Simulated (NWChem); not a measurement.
System: CH$_{2}$F$_{2}$O$_{2}$Si; SMILES O=C(O)[SiH](F)F

Excerpt of the output:

```
             Northwest Computational Chemistry Package (NWChem) 7.3.0
             --------------------------------------------------------

                             Geometry "geometry" -> ""
                             -------------------------

 Output coordinates in angstroms (scale by  1.889725989 to convert to a.u.)

  No.       Tag          Charge          X              Y              Z
 ---- ---------------- ---------- -------------- -------------- --------------
    1 O                    8.0000     1.28596400     1.47183500     0.00000000
    2 C                    6.0000     0.13202800     1.10558300     0.00000000
    3 O                    8.0000    -0.92033900     1.96037900     0.00000000
    4 Si                  14.0000    -0.40518300    -0.73254500     0.00000000
    5 F                    9.0000     0.23980000    -1.40800700    -1.29843700
    6 F                    9.0000     0.23980000    -1.40800700     1.29843700
    7 H                    1.0000    -0.55294300     2.86931200     0.00000000
    8 H                    1.0000    -1.86411600    -0.94323000     0.00000000

 Effective nuclear repulsion energy (a.u.)     308.4142338673

                                 NWChem DFT Module
                                 -----------------

 Summary of "ao basis" -> "ao basis" (spherical)
 ------------------------------------------------------------------------------
       Tag                 Description            Shells   Functions and Types
 ---------------- ------------------------------  ------  ---------------------
 O                           6-31g*                  6       14   3s2p1d
 C                           6-31g*                  6       14   3s2p1d
 Si                          6-31g*                  8       18   4s3p1d
 F                           6-31g*                  6       14   3s2p1d
 H                           6-31g*                  2        2   2s

 in cosmo_initialize ...
 calling solv_data for solv:h2o

 solvent parameters
 solvname_short: h2o
 solvname_long:  water
 dielec:       78.4000
 dielecinf:     1.7769
 aqueous SMD model solvent descriptors
 dielec:       78.4000
 sola:          0.8200

          ---------------
          -cosmo- solvent
          ---------------
 Cosmo: York-Karplus, doi: 10.1021/jp992097l
 dielectric constant -eps-     =  78.40
 screen = (eps-1)/(eps    )    =   0.98724
 surface charge correction     = lagrangian

   van der Waals surface
 --------------------------

[...]

                                COSMO-SMD solvation results
                                ---------------------------

             internal energy in gas <Psi(g)|H|Psi(g)> =      -678.871497567221
         internal energy in solvent <Psi(s)|H|Psi(s)> =      -678.869062819968
                               delta internal energy  =         0.002434747253 (    1.53 kcal/mol)
   total free energy in solvent <Psi(s)|H+V/2|Psi(s)> =      -678.886771843763
 polarization energy contribution <Psi(s)|V/2|Psi(s)> =        -0.017709023795 (  -11.11 kcal/mol)
    total free energy in solvent including G(SMD-CDS) =      -678.878686725207
                       G(SMD-CDS) energy contribution =         0.008085118556 (    5.07 kcal/mol)
     1 M fixed-concentration free energy of solvation =        -0.007189157986 (   -4.51 kcal/mol)

                       DFT Final Molecular Orbital Analysis
                       ------------------------------------

 Vector   26  Occ=2.000000D+00  E=-4.508038D-01
              MO Center= -4.7D-01,  1.0D-01, -1.1D-09, r^2= 3.9D+00
   Bfn.  Coefficient  Atom+Function         Bfn.  Coefficient  Atom+Function
  ----- ------------  ---------------      ----- ------------  ---------------
    92     -0.253669  8 H  s                  3      0.245655  1 O  px
    49      0.237234  4 Si px                31      0.226770  3 O  px
    91     -0.215243  8 H  s                  4     -0.183413  1 O  py
    63     -0.181637  5 F  px                77     -0.181637  6 F  px
     7      0.167148  1 O  px                20      0.162243  2 C  s

 Vector   27  Occ=2.000000D+00  E=-4.080375D-01
              MO Center=  9.4D-02,  1.7D+00,  3.6D-10, r^2= 1.8D+00
   Bfn.  Coefficient  Atom+Function         Bfn.  Coefficient  Atom+Function
  ----- ------------  ---------------      ----- ------------  ---------------
    33      0.480305  3 O  pz                 5     -0.426129  1 O  pz
    37      0.379752  3 O  pz                 9     -0.315007  1 O  pz
    19     -0.110202  2 C  pz                23     -0.056138  2 C  pz
    27      0.042793  2 C  d  1

 Vector   28  Occ=2.000000D+00  E=-3.562658D-01
              MO Center=  4.4D-01,  1.0D+00,  1.6D-10, r^2= 2.6D+00
   Bfn.  Coefficient  Atom+Function         Bfn.  Coefficient  Atom+Function
  ----- ------------  ---------------      ----- ------------  ---------------
     4      0.497364  1 O  py                 8      0.371764  1 O  py
    20      0.265220  2 C  s                 50      0.237357  4 Si py
    31     -0.196050  3 O  px                92     -0.190450  8 H  s
    18     -0.187144  2 C  py                34     -0.180391  3 O  s
    35     -0.167185  3 O  px                49      0.138397  4 Si px

 Vector   29  Occ=0.000000D+00  E=-1.091624D-03
              MO Center=  4.2D-02,  6.7D-01,  1.7D-08, r^2= 2.9D+00
   Bfn.  Coefficient  Atom+Function         Bfn.  Coefficient  Atom+Function
  ----- ------------  ---------------      ----- ------------  ---------------
    55      0.413420  4 Si pz                23      0.407780  2 C  pz
    19      0.391744  2 C  pz                 9     -0.365977  1 O  pz
     5     -0.324141  1 O  pz                51      0.250124  4 Si pz
    37     -0.239219  3 O  pz                33     -0.224449  3 O  pz
    66      0.191651  5 F  s                 80     -0.191651  6 F  s

[...]
```

Level: M06-2X/6-31G* (spherical d), SMD on the gas-phase geometry. Geometry: optimised at B3LYP/6-31G* (spherical d). Solvent: water.

Q: Which NWChem input produces such a log?

A: This is not unique; one that fits is the input that was run:
```
start job
memory heap 200 mb stack 900 mb global 1100 mb
geometry units angstroms noautosym nocenter noautoz
  O      1.285964     1.471835     0.000000
  C      0.132028     1.105583     0.000000
  O     -0.920339     1.960379     0.000000
  Si    -0.405183    -0.732545     0.000000
  F      0.239800    -1.408007    -1.298437
  F      0.239800    -1.408007     1.298437
  H     -0.552943     2.869312     0.000000
  H     -1.864116    -0.943230     0.000000
end
basis spherical
  O library 6-31g*
  C library 6-31g*
  Si library 6-31g*
  F library 6-31g*
  H library 6-31g*
end
dft
  xc m06-2x
  iterations 150
end
cosmo
  do_cosmo_smd true
  solvent water
end
task dft energy
```
